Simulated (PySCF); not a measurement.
## Calculated data, BClH$_{2}$O

All values are calculated (PySCF 2.14.0). Calculation on a computer-drawn molecule: vertical ionisation energy to the stated ion spin, frozen-core CCSD(T) at the basis limit and cheaper methods, single-reference cases, UHF for radicals, no spin-orbit; all values are single points at the evaluated structure, the first of each entry, which is the reference or a displaced copy of it and isn't optimised; the reference structure only sets the zero of the energies above reference; triples share is (T) over the correlation energy.

Common to all runs: charge 0; multiplicity 1; ion multiplicity 2; diffuse functions no; basis cc-pV(n+d)Z; reference is the Hartree-Fock double-zeta minimum; best is HF at quadruple zeta + MP2 correlation extrapolated from triple and quadruple zeta + CCSD(T) minus MP2 at triple zeta; basis step is the size of the change from the same recipe one zeta lower.

(1) 
```xyz
5
formula=BClH2O ionisation_energy_best=11.55 ionisation_energy_basis_step=0.08229 energy_above_reference_best=44.35 energy_above_reference_basis_step=0.2269 ionisation_energy_Koopmans_at_triple_zeta=11.88 ionisation_energy_EOM_CCSD_at_triple_zeta=11.42 total_energy_HF_triple_zeta=-560.2887 total_energy_CCSD(T)_triple_zeta=-560.8740 total_energy_best=-560.9623 T1_diagnostic_at_triple_zeta=0.01416 D1_diagnostic_at_triple_zeta=0.04812 ion_T1_diagnostic_at_triple_zeta=0.0435 ion_D1_diagnostic_at_triple_zeta=0.2343 ion_spin_squared_at_triple_zeta=0.7749 triples_share_at_triple_zeta=0.03967 basis_functions_triple_zeta=127 dipole_magnitude_HF_at_triple_zeta=3.04 dipole_magnitude_CCSD_unrelaxed_at_triple_zeta=2.855 dipole_magnitude_PBE_at_triple_zeta=2.713 dipole_magnitude_r2SCAN_at_triple_zeta=2.811 dipole_magnitude_B3LYP_at_triple_zeta=2.801 dipole_magnitude_wB97X_at_triple_zeta=2.923
O     -0.7634    -1.1447    -2.1355
B     -0.8771    -1.9427    -1.0196
Cl    -1.8825    -3.5643    -1.3708
H     -0.3540    -0.3558    -1.8912
H     -0.5963    -1.4370     0.5556
```

Units: ionisation_energy_best, ionisation_energy_basis_step, ionisation_energy_Koopmans_at_triple_zeta, ionisation_energy_EOM_CCSD_at_triple_zeta in eV; energy_above_reference_best, energy_above_reference_basis_step in kcal/mol; total_energy_HF_triple_zeta, total_energy_CCSD(T)_triple_zeta, total_energy_best in hartree; dipole_magnitude_HF_at_triple_zeta, dipole_magnitude_CCSD_unrelaxed_at_triple_zeta, dipole_magnitude_PBE_at_triple_zeta, dipole_magnitude_r2SCAN_at_triple_zeta, dipole_magnitude_B3LYP_at_triple_zeta, dipole_magnitude_wB97X_at_triple_zeta in debye.

Reference structure:
```xyz
5
BClH2O
O     -0.7592    -1.0998    -2.0777
B     -0.9709    -1.9309    -1.0533
Cl    -1.7720    -3.4727    -1.3849
H     -0.3276    -0.2950    -1.8312
H     -0.6474    -1.6851     0.0692
```

Drawn bonds:
```
atom  other atom  order
   1           2      1
   2           3      1
   1           4      1
   2           5      1
```

Triple zeta:
```
 method  ionisation energy (eV)  energy above reference (kcal/mol)
     HF                   10.41                              48.97
    PBE                   10.83                              40.36
 r2SCAN                   10.99                               43.4
  B3LYP                   11.13                              43.83
  wB97X                   11.38                              45.24
    MP2                   11.56                              46.29
   CCSD                   11.31                               44.8
CCSD(T)                   11.33                              43.71
```

(2) 
```xyz
5
formula=BClH2O ionisation_energy_best=12.07 ionisation_energy_basis_step=0.09719 energy_above_reference_best=3.778 energy_above_reference_basis_step=0.3711 ionisation_energy_Koopmans_at_triple_zeta=12.49 ionisation_energy_EOM_CCSD_at_triple_zeta=11.91 total_energy_HF_triple_zeta=-560.3576 total_energy_CCSD(T)_triple_zeta=-560.9378 total_energy_best=-561.0270 T1_diagnostic_at_triple_zeta=0.01297 D1_diagnostic_at_triple_zeta=0.04681 ion_T1_diagnostic_at_triple_zeta=0.04078 ion_D1_diagnostic_at_triple_zeta=0.2202 ion_spin_squared_at_triple_zeta=0.7621 triples_share_at_triple_zeta=0.03778 basis_functions_triple_zeta=127 dipole_magnitude_HF_at_triple_zeta=2.373 dipole_magnitude_CCSD_unrelaxed_at_triple_zeta=2.158 dipole_magnitude_PBE_at_triple_zeta=2.062 dipole_magnitude_r2SCAN_at_triple_zeta=2.137 dipole_magnitude_B3LYP_at_triple_zeta=2.143 dipole_magnitude_wB97X_at_triple_zeta=2.238
O     -0.6982    -1.0757    -2.0443
B     -1.0189    -1.9313    -0.9953
Cl    -1.7733    -3.4377    -1.4060
H     -0.3475    -0.1928    -1.7928
H     -0.5928    -1.6025     0.0312
```

Units: ionisation_energy_best, ionisation_energy_basis_step, ionisation_energy_Koopmans_at_triple_zeta, ionisation_energy_EOM_CCSD_at_triple_zeta in eV; energy_above_reference_best, energy_above_reference_basis_step in kcal/mol; total_energy_HF_triple_zeta, total_energy_CCSD(T)_triple_zeta, total_energy_best in hartree; dipole_magnitude_HF_at_triple_zeta, dipole_magnitude_CCSD_unrelaxed_at_triple_zeta, dipole_magnitude_PBE_at_triple_zeta, dipole_magnitude_r2SCAN_at_triple_zeta, dipole_magnitude_B3LYP_at_triple_zeta, dipole_magnitude_wB97X_at_triple_zeta in debye.

Reference structure:
```xyz
5
BClH2O
O     -0.7592    -1.0998    -2.0777
B     -0.9709    -1.9309    -1.0533
Cl    -1.7720    -3.4727    -1.3849
H     -0.3276    -0.2950    -1.8312
H     -0.6474    -1.6851     0.0692
```

Drawn bonds:
```
atom  other atom  order
   1           2      1
   2           3      1
   1           4      1
   2           5      1
```

Triple zeta:
```
 method  ionisation energy (eV)  energy above reference (kcal/mol)
     HF                   10.95                              5.708
    PBE                   11.18                              3.108
 r2SCAN                   11.38                              3.753
  B3LYP                   11.57                              3.704
  wB97X                   11.84                              3.916
    MP2                   12.07                              3.609
   CCSD                   11.83                              3.971
CCSD(T)                   11.84                              3.694
```

(3) 
```xyz
5
formula=BClH2O ionisation_energy_best=11.2 ionisation_energy_basis_step=0.09075 energy_above_reference_best=34.8 energy_above_reference_basis_step=0.1647 ionisation_energy_Koopmans_at_triple_zeta=11.74 ionisation_energy_EOM_CCSD_at_triple_zeta=11.08 total_energy_HF_triple_zeta=-560.3120 total_energy_CCSD(T)_triple_zeta=-560.8884 total_energy_best=-560.9775 T1_diagnostic_at_triple_zeta=0.01398 D1_diagnostic_at_triple_zeta=0.04577 ion_T1_diagnostic_at_triple_zeta=0.01726 ion_D1_diagnostic_at_triple_zeta=0.04852 ion_spin_squared_at_triple_zeta=0.7618 triples_share_at_triple_zeta=0.03868 basis_functions_triple_zeta=127 dipole_magnitude_HF_at_triple_zeta=4.532 dipole_magnitude_CCSD_unrelaxed_at_triple_zeta=4.17 dipole_magnitude_PBE_at_triple_zeta=4.097 dipole_magnitude_r2SCAN_at_triple_zeta=4.246 dipole_magnitude_B3LYP_at_triple_zeta=4.193 dipole_magnitude_wB97X_at_triple_zeta=4.382
O     -0.7050    -1.0874    -1.9807
B     -1.0069    -1.9964    -1.0114
Cl    -1.9553    -3.9217    -1.4630
H     -0.3394    -0.2860    -1.8475
H     -0.7247    -1.7299     0.1531
```

Units: ionisation_energy_best, ionisation_energy_basis_step, ionisation_energy_Koopmans_at_triple_zeta, ionisation_energy_EOM_CCSD_at_triple_zeta in eV; energy_above_reference_best, energy_above_reference_basis_step in kcal/mol; total_energy_HF_triple_zeta, total_energy_CCSD(T)_triple_zeta, total_energy_best in hartree; dipole_magnitude_HF_at_triple_zeta, dipole_magnitude_CCSD_unrelaxed_at_triple_zeta, dipole_magnitude_PBE_at_triple_zeta, dipole_magnitude_r2SCAN_at_triple_zeta, dipole_magnitude_B3LYP_at_triple_zeta, dipole_magnitude_wB97X_at_triple_zeta in debye.

Reference structure:
```xyz
5
BClH2O
O     -0.7592    -1.0998    -2.0777
B     -0.9709    -1.9309    -1.0533
Cl    -1.7720    -3.4727    -1.3849
H     -0.3276    -0.2950    -1.8312
H     -0.6474    -1.6851     0.0692
```

Drawn bonds:
```
atom  other atom  order
   1           2      1
   2           3      1
   1           4      1
   2           5      1
```

Triple zeta:
```
 method  ionisation energy (eV)  energy above reference (kcal/mol)
     HF                   9.853                              34.33
    PBE                   10.87                              32.08
 r2SCAN                   10.98                              33.82
  B3LYP                   11.05                              32.39
  wB97X                   11.04                              34.86
    MP2                   11.07                              36.13
   CCSD                    10.9                              35.22
CCSD(T)                   10.97                              34.71
```

(4) 
```xyz
5
formula=BClH2O ionisation_energy_best=11.87 ionisation_energy_basis_step=0.09605 energy_above_reference_best=1.167 energy_above_reference_basis_step=0.06049 ionisation_energy_Koopmans_at_triple_zeta=12.26 ionisation_energy_EOM_CCSD_at_triple_zeta=11.73 total_energy_HF_triple_zeta=-560.3647 total_energy_CCSD(T)_triple_zeta=-560.9417 total_energy_best=-561.0311 T1_diagnostic_at_triple_zeta=0.0122 D1_diagnostic_at_triple_zeta=0.04322 ion_T1_diagnostic_at_triple_zeta=0.02591 ion_D1_diagnostic_at_triple_zeta=0.1267 ion_spin_squared_at_triple_zeta=0.7615 triples_share_at_triple_zeta=0.03716 basis_functions_triple_zeta=127 dipole_magnitude_HF_at_triple_zeta=2.853 dipole_magnitude_CCSD_unrelaxed_at_triple_zeta=2.622 dipole_magnitude_PBE_at_triple_zeta=2.51 dipole_magnitude_r2SCAN_at_triple_zeta=2.604 dipole_magnitude_B3LYP_at_triple_zeta=2.603 dipole_magnitude_wB97X_at_triple_zeta=2.699
O     -0.7717    -1.1045    -2.0617
B     -0.9799    -1.9183    -1.0188
Cl    -1.7327    -3.4757    -1.3641
H     -0.3243    -0.2998    -1.8223
H     -0.7073    -1.6819     0.0470
```

Units: ionisation_energy_best, ionisation_energy_basis_step, ionisation_energy_Koopmans_at_triple_zeta, ionisation_energy_EOM_CCSD_at_triple_zeta in eV; energy_above_reference_best, energy_above_reference_basis_step in kcal/mol; total_energy_HF_triple_zeta, total_energy_CCSD(T)_triple_zeta, total_energy_best in hartree; dipole_magnitude_HF_at_triple_zeta, dipole_magnitude_CCSD_unrelaxed_at_triple_zeta, dipole_magnitude_PBE_at_triple_zeta, dipole_magnitude_r2SCAN_at_triple_zeta, dipole_magnitude_B3LYP_at_triple_zeta, dipole_magnitude_wB97X_at_triple_zeta in debye.

Reference structure:
```xyz
5
BClH2O
O     -0.7592    -1.0998    -2.0777
B     -0.9709    -1.9309    -1.0533
Cl    -1.7720    -3.4727    -1.3849
H     -0.3276    -0.2950    -1.8312
H     -0.6474    -1.6851     0.0692
```

Drawn bonds:
```
atom  other atom  order
   1           2      1
   2           3      1
   1           4      1
   2           5      1
```

Triple zeta:
```
 method  ionisation energy (eV)  energy above reference (kcal/mol)
     HF                   10.66                              1.297
    PBE                   11.24                              1.493
 r2SCAN                   11.42                               1.27
  B3LYP                   11.55                              1.159
  wB97X                   11.69                              1.336
    MP2                   11.82                              1.089
   CCSD                   11.61                              1.208
CCSD(T)                   11.65                               1.23
```

(5) 
```xyz
5
formula=BClH2O ionisation_energy_best=11.75 ionisation_energy_basis_step=0.09421 energy_above_reference_best=6.329 energy_above_reference_basis_step=0.5793 ionisation_energy_Koopmans_at_triple_zeta=12.12 ionisation_energy_EOM_CCSD_at_triple_zeta=11.6 total_energy_HF_triple_zeta=-560.3579 total_energy_CCSD(T)_triple_zeta=-560.9326 total_energy_best=-561.0229 T1_diagnostic_at_triple_zeta=0.01116 D1_diagnostic_at_triple_zeta=0.03809 ion_T1_diagnostic_at_triple_zeta=0.02421 ion_D1_diagnostic_at_triple_zeta=0.1206 ion_spin_squared_at_triple_zeta=0.7614 triples_share_at_triple_zeta=0.03649 basis_functions_triple_zeta=127 dipole_magnitude_HF_at_triple_zeta=3.139 dipole_magnitude_CCSD_unrelaxed_at_triple_zeta=2.919 dipole_magnitude_PBE_at_triple_zeta=2.811 dipole_magnitude_r2SCAN_at_triple_zeta=2.905 dipole_magnitude_B3LYP_at_triple_zeta=2.901 dipole_magnitude_wB97X_at_triple_zeta=2.996
O     -0.7717    -1.1045    -2.0617
B     -0.9668    -1.8673    -1.0842
Cl    -1.7196    -3.4247    -1.4295
H     -0.3243    -0.2998    -1.8223
H     -0.6942    -1.6309    -0.0184
```

Units: ionisation_energy_best, ionisation_energy_basis_step, ionisation_energy_Koopmans_at_triple_zeta, ionisation_energy_EOM_CCSD_at_triple_zeta in eV; energy_above_reference_best, energy_above_reference_basis_step in kcal/mol; total_energy_HF_triple_zeta, total_energy_CCSD(T)_triple_zeta, total_energy_best in hartree; dipole_magnitude_HF_at_triple_zeta, dipole_magnitude_CCSD_unrelaxed_at_triple_zeta, dipole_magnitude_PBE_at_triple_zeta, dipole_magnitude_r2SCAN_at_triple_zeta, dipole_magnitude_B3LYP_at_triple_zeta, dipole_magnitude_wB97X_at_triple_zeta in debye.

Reference structure:
```xyz
5
BClH2O
O     -0.7592    -1.0998    -2.0777
B     -0.9709    -1.9309    -1.0533
Cl    -1.7720    -3.4727    -1.3849
H     -0.3276    -0.2950    -1.8312
H     -0.6474    -1.6851     0.0692
```

Drawn bonds:
```
atom  other atom  order
   1           2      1
   2           3      1
   1           4      1
   2           5      1
```

Triple zeta:
```
 method  ionisation energy (eV)  energy above reference (kcal/mol)
     HF                   10.51                              5.525
    PBE                   11.16                              7.453
 r2SCAN                   11.32                              6.508
  B3LYP                   11.44                              6.376
  wB97X                   11.56                              6.545
    MP2                   11.68                              6.737
   CCSD                   11.48                              6.638
CCSD(T)                   11.52                              6.957
```
